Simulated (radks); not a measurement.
The numbers below are computed, except where a source is named.
All-electron atom: Gd2+ in [Xe] 4f7 6s1 (not the ground configuration).

Level of theory: Dirac Kohn-Sham, BLYP, spin-unpolarised, spherical densities, finite nucleus; open shells fill j = l - 1/2 first; Fermi nuclear charge, rms radius 5.1569 fm (a radial shooting solver on a logarithmic mesh with Libxc functionals).

Energy parts (eV):
part                      energy
total                 -306929.17
kinetic                334667.90
electron-nucleus      -752936.13
Hartree                118147.14
exchange-correlation    -6808.09

Orbitals (lengths in bohr, moments of r in powers of bohr):
orbital,occ.,eigenvalue (eV),<r^4>,small-component weight
1s1/2,2,-50064.15,1.141e-06,5.68e-02
2s1/2,2,-8275.636,0.0001809,1.26e-02
2p1/2,2,-7860.013,0.0001119,1.26e-02
2p3/2,4,-7163.913,0.0001469,1.17e-02
3s1/2,2,-1846.590,0.007031,3.97e-03
3p1/2,2,-1666.275,0.006392,3.92e-03
3p3/2,4,-1523.509,0.007838,3.66e-03
3d3/2,4,-1211.747,0.005675,3.54e-03
3d5/2,6,-1180.638,0.006044,3.47e-03
4s1/2,2,-384.5213,0.1735,1.27e-03
4p1/2,2,-314.3192,0.1975,1.19e-03
4p3/2,4,-282.5255,0.2419,1.10e-03
4d3/2,4,-166.8079,0.3463,9.32e-04
4d5/2,6,-161.0634,0.3699,9.07e-04
5s1/2,2,-65.7576,5.784,2.74e-04
5p1/2,2,-46.2780,9.441,2.19e-04
5p3/2,4,-41.8125,11.98,1.96e-04
4f5/2,6,-25.0997,2.406,5.38e-04
4f7/2,1,-24.3426,2.573,5.28e-04
6s1/2,1,-16.2583,217.4,4.91e-05

The highest occupied level is 6s1/2 at -16.258 eV. The density falls to 0.001 e/bohr^3 at r = 4.24 bohr.
